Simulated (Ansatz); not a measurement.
System: CH₈ClOSi₂, charge 1, multiplicity 1. It need not be the lowest isomer of its formula. 
Structure (B3LYP-D3(BJ)/def2-TZVP (Ansatz, an electronic-structure program) minimum search):
```xyz
13

Si     0.7401     0.2083    -0.7453
C      1.7782    -1.1612    -0.1096
Cl     0.7400     1.8674     0.4020
O     -0.9575    -0.4029    -0.6495
Si    -1.8125    -1.1835     0.7183
H      0.7939     0.5283    -2.1743
H      1.6375    -2.0675    -0.7020
H      2.8285    -0.8681    -0.1831
H      1.5741    -1.3771     0.9404
H     -3.1517    -0.5916     0.6375
H     -0.9967    -0.7575     1.8587
H     -1.7480    -2.6181     0.4216
H     -1.5144    -0.1494    -1.4029
```
Charge +1, spin multiplicity 1.

Parts of the frozen-core correlation energy in cc-pVTZ (Ansatz, hartree). Frozen orbitals: 17; correlated occupied orbitals by spin: 16 and 16; virtual: 241 and 241. Spin-orbit coupling is left out. Non-relativistic.

| term | value |
|---|---|
| reference (HF) | -1154.73293 |
| MP2 opposite-spin | [?] |
| MP2 same-spin | [?] |
| CCSD correlation | -0.90776 |
| (T) | [?] |
| T1 diagnostic | 0.010 |
| largest doubles amplitude | 0.018 |

Fill in the missing entries.


- MP2 opposite-spin, value: -0.65898
- MP2 same-spin, value: -0.18567
- (T), value: -0.03268
